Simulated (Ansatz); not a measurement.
Consider the cleavage of the B–B bond: `BB(F)OC` + `NCCN` → `BNCCN` + `COBF`.

Isolated molecules relaxed with PBE0-D4/def2-TZVP in Ansatz; ΔE leaves out vibrations. CCSD(T)/CBS is the MP2 limit (def2-TZVPP, def2-QZVPP) plus CCSD(T) − MP2 in def2-TZVPP, frozen cores. DFT in def2-TZVPP. B3LYP here is the variant with VWN-RPA as its local correlation; programs differ in this. Each species was taken in one conformer, which may not be the lowest.

`BB(F)OC`:

Z-matrix (Å, degrees):
```
C
O 1 1.410
H 1 1.097 2 112.4
H 1 1.092 2 109.2 3 120.4
H 1 1.092 2 109.3 3 -120.5
B 2 1.348 1 121.1 3 1.0
F 6 1.337 2 115.5 1 -180.0
B 6 1.696 2 125.8 1 -0.0
H 8 1.198 6 122.0 2 -90.1
H 8 1.198 6 121.9 2 90.6
```

`NCCN`:

```xyz
12

N     1.007   -1.034    0.521
C     0.043   -0.709   -0.518
C    -0.167    0.795   -0.609
N    -0.666    1.440    0.591
H     0.601   -0.884    1.436
H     1.266   -2.011    0.478
H     0.439   -1.064   -1.475
H    -0.937   -1.198   -0.379
H     0.785    1.266   -0.868
H    -0.862    1.006   -1.429
H     0.013    1.385    1.339
H    -1.523    1.007    0.914
```

`BNCCN`:

```xyz
14

B     0.071    2.129   -1.116
N     0.402    0.937   -0.501
C    -0.244   -0.342   -0.666
C    -0.552   -0.980    0.677
N     0.682   -1.159    1.428
H     0.702    3.112   -0.852
H    -0.840    2.149   -1.897
H     1.145    0.891    0.183
H     0.399   -1.024   -1.241
H    -1.161   -0.204   -1.241
H    -1.199   -0.305    1.245
H    -1.114   -1.911    0.512
H     1.214   -1.941    1.065
H     0.496   -1.351    2.403
```

`COBF`:

```xyz
8

C     0.482   -0.070   -0.966
O     0.576    0.022    0.441
B    -0.512    0.087    1.219
F    -0.327    0.171    2.528
H    -0.560   -0.084   -1.300
H     0.977   -0.985   -1.294
H     0.991    0.786   -1.411
H    -1.628    0.072    0.783
```

| level | ΔE (eV) | difference from CCSD(T)/CBS |
| --- | --- | --- |
| r2SCAN-D4 | -2.02 | -0.02 |
| PBE0-D4 | -2.00 | 0.00 |
| B3LYP-D4 | -2.04 | -0.04 |
| PBE | -2.01 | -0.01 |
| r2SCAN | -2.02 | -0.02 |
| SCS-MP2/def2-TZVPP | -2.06 | -0.06 |
| CCSD/def2-TZVPP | -2.00 | 0.00 |
| MP2/def2-QZVPP | -2.09 | -0.09 |
| HF/CBS(def2) | -1.95 | 0.05 |
| CCSD/CBS(def2) | -1.98 | 0.02 |
| CCSD(T)/CBS | -2.00 | 0 |

Largest T1 diagnostic among the species: 0.013.

In def2-TZVPP, CCSD(T) changes the Hartree–Fock value by −0.07 eV (the triples alone add −0.02 eV) and MP2 by −0.15 eV.
